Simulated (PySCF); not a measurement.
# Distorted geometries of [Dy(P5)2]+

[Dy(P5)2]+ (singlet in the valence; each metal's 4f electrons, 9 of them, lie in its core potential, out of spins and levels). PySCF 2.14.0, RKS B3LYP, Dy lcecp-1-SVP with ECP55, P def2-SVP; non-relativistic Hamiltonian with scalar-relativistic core potentials where named; density fitting; no spin-orbit coupling. Relaxed geometry:

```xyz
11

Dy    0.0000    0.0000    0.0000
P     0.0000    1.8292    2.4653
P    -1.7397    0.5652    2.4653
P    -1.0752   -1.4799    2.4653
P     1.0752   -1.4798    2.4653
P     1.7397    0.5653    2.4653
P     0.0000   -1.8292   -2.4653
P    -1.7397   -0.5653   -2.4653
P    -1.0752    1.4798   -2.4653
P     1.0752    1.4799   -2.4653
P     1.7397   -0.5652   -2.4653
```

**Question.** Order these distorted geometries by energy above the relaxed one, lowest first.
A.
```xyz
11

Dy    0.0350    0.0318    0.0725
P    -0.0428    1.8354    2.4622
P    -1.7201    0.5908    2.4655
P    -1.0927   -1.4866    2.4654
P     1.0805   -1.4381    2.4545
P     1.7359    0.5135    2.4146
P    -0.0379   -1.8320   -2.4487
P    -1.7421   -0.5817   -2.4792
P    -1.0761    1.4747   -2.4655
P     1.0925    1.5147   -2.4944
P     1.7679   -0.6226   -2.4468
```
B.
```xyz
11

Dy    0.1736    0.2265    0.1721
P    -0.0813    1.8407    2.4696
P    -1.5447    0.5611    2.0945
P    -1.3314   -1.5129    2.7044
P     1.2421   -1.6681    2.3522
P     1.8295    0.6886    2.6623
P    -0.0686   -1.8896   -2.6861
P    -2.0694   -0.6242   -2.6116
P    -0.9955    1.5915   -2.4979
P     1.0114    1.5110   -2.2976
P     1.8342   -0.7246   -2.3618
```
C.
```xyz
11

Dy   -0.0228   -0.1616    0.0681
P    -0.0562    1.8430    2.5020
P    -1.8715    0.6263    2.5716
P    -1.0504   -1.4688    2.4773
P     1.0568   -1.4212    2.5858
P     1.7283    0.5820    2.3834
P     0.0346   -1.7758   -2.5320
P    -1.7325   -0.5890   -2.5973
P    -1.0743    1.4221   -2.4663
P     1.1964    1.4599   -2.5165
P     1.7916   -0.5169   -2.4761
```

**Answer.** A (0.22 eV), C (0.40 eV), B (3.80 eV).

**Question.** Which forces (eV/Å) act in the one that lies 0.40 eV up?

**Answer.** 
```
Dy  -0.08  0.08 -0.97
P   -0.32 -0.12 -0.12
P    1.45 -0.57 -0.29
P   -0.98  0.41  0.48
P    0.21 -0.39 -0.26
P   -0.28  0.60  0.34
P    0.24 -0.67  0.13
P    0.25  0.19  0.30
P    0.77  0.58 -0.04
P   -1.45  0.82  0.36
P    0.19 -0.93  0.05
```
Forces carry noise of the integration grid, about 0.01 to 0.03 eV/Å.

No frequency check is given that shows the relaxed geometry to be a minimum. An lcecp potential fixes the number of 4f electrons, so in runs with it no electron can move into or out of that shell.
